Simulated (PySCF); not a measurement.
Compound: C4F3NSe.
Numbering: `[N:1]#[C:2][C:3]1=[C:4]([F:5])[Se:6][C:7]1([F:8])[F:9]`

Level of theory: HF/def2-SVP geometry optimisation, gas phase (PySCF).

What internal coordinates does the optimisation give?

| bond | length (pm) | order |
| --- | --- | --- |
| N1≡C2 | 113.4 | triple |
| C2–C3 | 142.7 | single |
| C3=C4 | 132.8 | double |
| C4–F5 | 127.8 | single |
| C4–Se6 | 190.2 | single |
| Se6–C7 | 200.7 | single |
| C7–F8, C7–F9 | 131.4 | single |
| C3–C7 | 150.5 | single |

Bonds in one row agree within 1 pm and their mean is given. Orders are formal, as drawn. A selection of angles:
| angle | degrees |
| --- | --- |
| N1–C2–C3 | 179.1 |
| C2–C3–C4 | 131.6 |
| C2–C3–C7 | 128.1 |
| C4–C3–C7 | 100.4 |
| C3–C4–F5 | 130.6 |
| C3–C4–Se6 | 101.2 |
| F5–C4–Se6 | 128.2 |
| C4–Se6–C7 | 67.7 |
| Se6–C7–F8 | 114.0 |
| F8–C7–F9 | 107.5 |
| C3–C7–Se6 | 90.7 |
| C3–C7–F8 | 115.1 |

Dihedral angles: C2–C3–C4–F5 0° (synperiplanar); C3–C4–Se6–C7 0° (synperiplanar); C4–Se6–C7–F8 -118° (anticlinal); C2–C3–C7–Se6 180° (antiperiplanar).

The C–C distances run from 1.328 Å (C3=C4, drawn double) to 1.505 Å (C3–C7, drawn single), a spread of 0.177 Å. The C–Se distances run from 1.902 Å (C4–Se6, drawn single) to 2.007 Å (Se6–C7, drawn single), a spread of 0.105 Å. The C–F distances run from 1.278 Å (C4–F5, drawn single) to 1.314 Å (C7–F9, drawn single), a spread of 0.036 Å. The 4-membered ring C3–C4–Se6–C7 has internal angles of 67.7° to 101.2°; it is planar, 0.00 Å rms from its mean plane, widest ring torsion 0°.

Point group: Cs (tolerance 0.08 Å). No HF/def2-SVP frequencies stand behind this structure, so it isn't proved a minimum.
